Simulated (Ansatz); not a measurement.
Species: CH4Si, net charge -1, doublet state. 
Geometry from a B3LYP-D3(BJ)/def2-TZVP (Ansatz, a program for electronic structure) optimisation:
```xyz
6

C     -1.1698    -0.0280     0.3042
Si     0.5757     0.0109    -0.2256
H     -1.8002     0.8509     0.1566
H     -1.7394    -0.9557     0.2240
H      1.2889    -1.1166     0.5201
H      1.2099     1.2362     0.4322
```
Charge -1, spin multiplicity 2.

Parts of the frozen-core correlation energy in def2-TZVPP (Ansatz, hartree). Frozen orbitals: 6; correlated occupied orbitals by spin: 7 and 6; virtual: 116 and 117. Open shells are spin-unrestricted. Spin-orbit coupling is left out. Non-relativistic.

```json
[
 {"term": "reference (HF)", "value": "-329.06903"},
 {"term": "MP2 opposite-spin", "value": "…"},
 {"term": "MP2 same-spin", "value": "…"},
 {"term": "CCSD correlation", "value": "-0.33500"},
 {"term": "(T)", "value": "…"},
 {"term": "T1 diagnostic", "value": "0.031"},
 {"term": "largest doubles amplitude", "value": "0.038"},
 {"term": "<S^2> of the reference", "value": "0.809"}
]
```

Task: What belongs in the gaps?

Result: 
- MP2 opposite-spin, value: -0.23776
- MP2 same-spin, value: -0.05882
- (T), value: -0.01384
